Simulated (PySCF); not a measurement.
Orbital levels and atomic charges: As12P12H14

System: As12P12H14 (flake arsenene).

Cartesian coordinates (Å):
```
  1 As    3.457    0.998   -0.632
  2 P     1.742    2.011    0.586
  3 As    0.000    1.004   -0.611
  4 P     0.000   -0.988    0.612
  5 As    1.721   -1.991   -0.618
  6 P     3.468   -1.008    0.582
  7 As    1.745    4.009   -0.608
  8 P     0.000    4.982    0.562
  9 As   -1.745    4.010   -0.608
 10 P    -1.742    2.012    0.586
 11 As   -3.457    0.998   -0.631
 12 P    -3.468   -1.009    0.582
 13 As   -1.721   -1.991   -0.618
 14 P    -5.182    1.990    0.571
 15 As   -6.931    1.018   -0.592
 16 P    -6.913   -0.998    0.555
 17 As   -5.188   -2.023   -0.613
 18 As    6.931    1.018   -0.593
 19 P     5.182    1.990    0.570
 20 As    5.188   -2.024   -0.613
 21 P     6.913   -0.998    0.554
 22 P    -1.730   -3.991    0.569
 23 As    0.000   -5.009   -0.585
 24 P     1.730   -3.991    0.569
 25 H     2.769    4.626    0.332
 26 H     0.000    6.113   -0.279
 27 H    -2.769    4.626    0.332
 28 H    -5.163    3.120   -0.276
 29 H    -7.956    1.595    0.372
 30 H    -7.888   -1.558   -0.298
 31 H    -5.213   -3.213    0.334
 32 H     7.957    1.596    0.370
 33 H     5.163    3.120   -0.277
 34 H     5.213   -3.213    0.335
 35 H     7.888   -1.558   -0.299
 36 H    -2.706   -4.539   -0.293
 37 H     0.000   -6.197    0.364
 38 H     2.706   -4.539   -0.293
```

Method: PBE/def2-SVP, gas phase, PySCF, fitting set def2-universal-JFIT, grid level 1.

Spin-orbit coupling is left out, which matters for the heavier atoms here.

Question: Give the orbital energies near the gap.

Answer: 
| orbital | eV |
| --- | --- |
| HOMO-4 | -5.65 |
| HOMO-3 | -5.36 |
| HOMO-2 | -5.26 |
| HOMO-1 | -5.14 |
| HOMO | -5.12 |
| LUMO | -2.67 |
| LUMO+1 | -2.44 |
| LUMO+2 | -2.39 |
| LUMO+3 | -2.28 |

Question: Give the partial charges of the non-hydrogen atoms.

Answer: 
```tsv
atom	Mulliken	IAO	Hirshfeld
As1	0.01	0.05	0.03
P2	-0.09	-0.07	-0.04
As3	0.04	0.05	0.02
P4	-0.07	-0.08	-0.04
As5	0.02	0.06	0.03
P6	-0.09	-0.08	-0.04
As7	0.03	0.06	0.05
P8	-0.03	-0.03	0.01
As9	0.03	0.06	0.05
P10	-0.09	-0.07	-0.04
As11	0.01	0.05	0.03
P12	-0.09	-0.08	-0.04
As13	0.02	0.06	0.03
P14	-0.03	-0.05	-0.01
As15	0.01	0.06	0.06
P16	-0.04	-0.04	0.00
As17	0.03	0.06	0.05
As18	0.01	0.06	0.06
P19	-0.03	-0.05	-0.01
As20	0.03	0.06	0.05
P21	-0.04	-0.04	0.00
P22	-0.03	-0.05	-0.01
As23	0.02	0.07	0.07
P24	-0.03	-0.05	-0.01
```
